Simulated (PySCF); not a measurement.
H3O3Zr, SMILES [OH][Zr]([OH])[OH] (connectivity only; charge and spin as stated), neutral, multiplicity 2.

Coordinates come from a PBE-D3(BJ)/def2-SVP optimisation. The multiplicity is an assumed one; other spin states were not compared. The isomer is the one that the SMILES or the coordinates give; other isomers of the formula were not compared. The def2 effective core potentials stand for the cores of Zr; spin–orbit coupling is left out. One conformer was computed; it need not be the lowest.

Computed with PBE/def2-TZVPD in PySCF.

Gas-phase values at a fixed geometry.

Computed frontier levels, dipole moment and polarisability:
```yaml
"α spin, highest occupied and lowest empty level": -3.55 and -1.27 eV
"β spin, highest occupied and lowest empty level": -7.22 and -2.13 eV
dipole_moment: 0.000 e·Å
quadrupole, principal values (traceless, Buckingham form, about the centre of nuclear charge): -8.57, 4.29, 4.29 D·Å
mean_static_polarisability: 75.4 bohr³ (11.17 Å³)
polarisability_principal_values: 69.5, 69.5, 87.1 bohr³
"⟨S²⟩": 0.752 (pure state 0.75)
```
